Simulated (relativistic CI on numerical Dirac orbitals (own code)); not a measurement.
**Mo2+: computed level list**

Calculated at this level of theory: Dirac-Coulomb-Breit CI, orbitals from a KLI potential per configuration, model QED, valence Slater integrals scaled by 0.85, P86 correlation estimate, and configurations built on the next ion tied to the tabulated ionisation energy (semi-empirical) (own radial code, finite nucleus).

CI space (outside the closed core [Kr]): 4d4, 4d3.5s, 4d3.5p, 4d3.5d, 4d3.6s, 4d3.4f, 4d3.5f, 4d2.5s2, 4d2.5s.5p, 4d3.6p, 4d2.4f2, 4d3.6d, 4d3.5g, 4d2.5p2, 4d3.6f, 4d3.6g, 4d2.5s.6s, 4d2.4f.5s, 4d2.5p.6s. Levels of other configurations are missing.

The lowest level is 4d4 5D_0, with 98 % of that term; Hund's rules for 4d4 give 5D with J = 0, in agreement.

```csv
No.,Configuration,Term,J,E (cm⁻¹),%,Landé g,Lifetime (s)
1,4d4,5D,0,0.0,98,,
2,4d4,5D,1,207.3,99,1.501,2.10e+03
3,4d4,5D,2,583.3,99,1.500,3.35e+02
4,4d4,5D,3,1086.3,99,1.500,1.71e+02
5,4d4,5D,4,1684.9,99,1.499,1.73e+02
6,4d4,3P,0,12095.4,94,,9.47e-01
7,4d4,3P,1,13192.8,96,1.496,1.12e+00
8,4d4,3H,4,13248.0,91,0.826,4.37e+01
9,4d4,3H,5,13741.2,95,1.040,3.18e+02
10,4d4,3H,6,14208.0,98,1.164,4.59e+02
11,4d4,3F,2,14666.7,96,0.675,3.60e+00
12,4d4,3F,3,14721.3,82,1.029,1.96e+00
13,4d4,3P,2,14906.3,95,1.491,1.68e+00
14,4d4,3F,4,14998.4,81,1.204,1.44e+00
15,4d4,3G,3,16672.4,82,0.805,5.51e+00
16,4d4,3G,4,17088.5,83,1.066,8.21e+00
17,4d4,3G,5,17459.6,95,1.193,7.53e+00
18,4d4,1I,6,20681.4,98,1.002,4.31e+00
19,4d4,3D,3,20981.4,97,1.330,1.80e+00
20,4d4,3D,2,21026.5,91,1.158,2.06e+00
21,4d4,3D,1,21320.6,98,0.505,1.55e+00
22,4d4,1G,4,21618.5,93,1.005,1.10e+00
23,4d4,1D,2,24356.7,88,1.010,1.26e+00
24,4d4,1S,0,24588.5,97,,
25,4d4,1F,3,28745.7,94,1.004,
26,4d4,3P,2,33209.7,95,1.497,
27,4d4,3F,4,33941.1,96,1.246,
28,4d4,3F,2,33945.5,97,0.669,
29,4d4,3F,3,34110.7,95,1.082,
30,4d4,3P,1,34313.4,95,1.500,
31,4d4,3P,0,34899.3,94,,
32,4d3(4F).5s,5F,1,37397.8,99,0.001,
33,4d3(4F).5s,5F,2,37782.8,99,1.000,
34,4d4,1G,4,37951.1,92,1.004,
35,4d3(4F).5s,5F,3,38347.8,100,1.250,
36,4d3(4F).5s,5F,4,39071.8,100,1.349,
37,4d3(4F).5s,5F,5,39925.7,99,1.399,
38,4d3(4P).5s,5P,1,48110.1,98,2.481,
39,4d3(4F).5s,3F,2,48163.5,86,0.759,
40,4d3(4P).5s,5P,2,48356.2,89,1.737,
41,4d3(4P).5s,5P,3,49088.4,48,1.362,
42,4d3(4P).5s,5P,3,49158.4,51,1.378,
43,4d3(4F).5s,3F,4,50192.5,89,1.233,
44,4d4,1D,2,50811.3,92,0.994,
45,4d3(2G).5s,3G,3,51798.2,96,0.761,
```

Energies count from the lowest computed level; lifetimes are radiative, by E1, M1, E2 decay to levels of this space only; some are left blank where a channel outside the calculation adds to the decay or the decay crosses a small, uncertain gap. Percentages are summed over parent terms; the parents shown are those of the largest component, closed shells are left out there.

The mean weight of the leading LS term, summed over parents, in these 45 levels is 92 %, and that of the leading jj configuration (from the same eigenvectors) 55 %, so LS coupling describes them better.

Configurations that consist of the next ion and one excited electron were tied to the tabulated ionisation energy; Rydberg ones are usually within 1,000 to 3,000 cm⁻¹ and the lowest ones within about 6,000 (9,000 in d shells), while levels on excited terms of the next ion carry the error of that term, and the other configurations can be misplaced by 10,000 cm⁻¹ or more. Rates follow the energies as ν³ (E1, M1) or ν⁵ (E2), so rates, branching and lifetimes can be off by large factors. The fine structure of a lone outer electron comes out too small, for d and f at times inverted, and misplaced configurations move strength between like terms. 59 of the 67 excited levels that our extract of the measured tables holds in this range could be paired (the sources list more); they are missed by 3398 cm⁻¹ on average and 6366 at most, and levels without a partner can miss by more.

Landé's interval rule says that E(J) − E(J−1) = AJ with one A. For the ground term the intervals give A = 207.3, 188.0, 167.7, 149.7 cm⁻¹ for J = 1, 2, 3, 4; the multiplet is regular.
